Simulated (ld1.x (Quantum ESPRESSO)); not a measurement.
Configuration tests for gallium (Ga) (PAW)

| Quantity | Value |
| --- | --- |
| Element | Ga (Z = 31) |
| Generator | ld1.x (Quantum ESPRESSO) 7.5 |
| Type | PAW |
| Functional | LDA (PZ) |
| Relativity | scalar-relativistic |
| Frozen core | [Ar] 3d10 |
| Valence charge | 3 |
| Reference configuration | 4s2 4p0.5 (charge +0.5) |
| Partial waves | 4s (bound): rcut 1.85, rcutus 2.10 bohr; 4s channel at 0.3 Ry: rcut 1.85, rcutus 2.10 bohr; 4p (bound): rcut 1.95, rcutus 2.45 bohr; 4p channel at 1.35 Ry: rcut 1.95, rcutus 2.45 bohr |
| Local potential | all-electron potential smoothed inside 2.30 bohr (lloc = -1) |
| Core correction | a·sin(br)/r model core inside 1.40 bohr |
| Augmentation charge | PSQ, inside the norm-conserving radii |

Energies are relative to the spin-unpolarised reference configuration 4s2 4p0.5; without spin polarisation the order of configurations can differ from experiment. Spin-polarised rows fill each open shell by Hund’s rule, majority spin first.

| valence configuration | charge | ΔE all-electron (eV) | error AE − PS (meV) |
| --- | --- | --- | --- |
| 4s2 4p1 | 0 | -2.120 | -1.4 |
| 4s2 4p0 | +1 | 3.768 | -5.1 |
| 4s1 4p0 | +2 | 25.271 | -168 |
| 4s1 4p1 | +1 | 11.218 | -38 |
| 4s1 4p2 | 0 | 4.492 | -9.1 |
| 4s2 4p1.3 | -0.3 | -2.698 | -2.6 |
| 4s0 4p3 | 0 | 11.424 | -48 |
| 4s2 4p0.5 (spin-polarised) | +0.5 | -0.041 | -0.5 |

(1) What are ΔE and the potential's error for 4s2 4p1 (spin-polarised)?

Levels in the configuration 4s0 4p3:

```csv
level,all-electron (eV),pseudo (eV)
4p,-4.152,-4.175
```

Answers

(1) ΔE = -2.254 eV all-electron; the error (AE − PS) is -2.7 meV.
